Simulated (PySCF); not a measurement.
Cl₂H₄Si₂.

```xyz
8

Si    -2.1079     0.1433     0.0000
Si     0.1190    -0.5606     0.0000
Cl     1.0358     0.2052    -1.6882
Cl     1.0358     0.2052     1.6882
H     -2.1126     1.6355     0.0000
H     -2.7971    -0.3695    -1.2218
H     -2.7971    -0.3695     1.2218
H      0.3330    -2.0324     0.0000
```

Coordinates come from a PBE0-D3(BJ)/def2-SVP optimisation.

All values below come from PBE/pcSseg-1 (PySCF). Non-relativistic, no solvent.

Give the absolute GIAO shielding of each atom: isotropic value and principal components (ppm). (An estimate is asked for; the answer gives what the named calculation found.)


```tsv
atom	σ(iso)	σ11	σ22	σ33	span
Si1	435.7	425.1	430.1	452.0	26.8
Si2	301.3	254.8	321.9	327.2	72.3
Cl3	851.0	680.3	887.3	985.4	305.1
Cl4	851.0	680.3	887.3	985.4	305.1
H5	27.5	24.6	26.0	31.8	7.3
H6	27.5	24.2	25.7	32.8	8.6
H7	27.5	24.2	25.7	32.8	8.6
H8	24.7	21.3	22.9	30.0	8.7
```
